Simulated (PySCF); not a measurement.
C₂H₆ClFSi₂, SMILES C=C(F)[Si@H]([SiH3])Cl.

The structure is a stationary point at PBE0-D3(BJ)/def2-SVP. The structure was generated by enumeration; whether it is a known compound was not checked. The values are those of a single conformer.

Two levels are set side by side: PBE/def2-TZVP (PySCF) and r2SCAN/def2-TZVP (PySCF). Same geometry, gas phase. Differences are taken from unrounded values.

| quantity | r2SCAN |
|---|---|
| orbital gap (eV) | 5.36 |
| highest occupied level (eV) | -6.83 |
| lowest empty level (eV) | -1.48 |
| dipole moment (D) | 0.24 |
| mean polarisability (bohr³) | 92.7 |

Task: What does PBE give, and how far is it from r2SCAN? (Estimate from the structure and the level; the computed values follow.)

Result: 
| quantity | PBE | PBE minus r2SCAN |
|---|---|---|
| orbital gap (eV) | 4.96 | -0.40 |
| highest occupied level (eV) | -6.60 | 0.24 |
| lowest empty level (eV) | -1.64 | -0.16 |
| dipole moment (D) | 0.24 | 0.00 |
| mean polarisability (bohr³) | 95.3 | 2.6 |

Rough cost on one machine, each run with all the roots and properties that it gave: r2SCAN against PBE about 3 times.
